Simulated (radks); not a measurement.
Values are calculated unless marked as measured or tabulated.
Isoelectronic series with 20 electrons, each ion in its NIST ground configuration. Level of theory: non-relativistic Kohn-Sham, LDA (Slater exchange, Perdew-Wang correlation), spin-polarised, spherical densities, point nucleus; open shells are filled with parallel spins first (a radial shooting solver on a logarithmic mesh with Libxc functionals). Total energies (hartree) and orbital eigenvalues (eV) (* marks an orbital that is empty in some or all of the ions):

ion,configuration,E (hartree),4s*,3p,3s
Ca,[Ar] 4s2,-675.73530,-3.8495,-28.0375,-46.4253
Sc+,[Ar] 3d1 4s1,-758.43491,-10.3392,-40.9631,-61.5148
Ti2+,[Ar] 3d2,-846.52236,-17.1377,-55.3628,-78.1158
V3+,[Ar] 3d2,-939.81124,-27.8471,-78.0151,-103.2569
Cr4+,[Ar] 3d2,-1038.25849,-40.6160,-104.2508,-132.0318
Mn5+,[Ar] 3d2,-1141.85068,-55.3146,-133.8336,-164.1838
Fe6+,[Ar] 3d2,-1250.57976,-71.8746,-166.6559,-199.5949
Co7+,[Ar] 3d2,-1364.44034,-90.2549,-202.6580,-238.1997
Ni8+,[Ar] 3d2,-1483.42858,-110.4287,-241.8025,-279.9572
Cu9+,[Ar] 3d2,-1607.54161,-132.3770,-284.0643,-324.8399
Zn10+,[Ar] 3d2,-1736.77721,-156.0861,-329.4253,-372.8279
Ga11+,[Ar] 3d2,-1871.13365,-181.5458,-377.8721,-423.9068
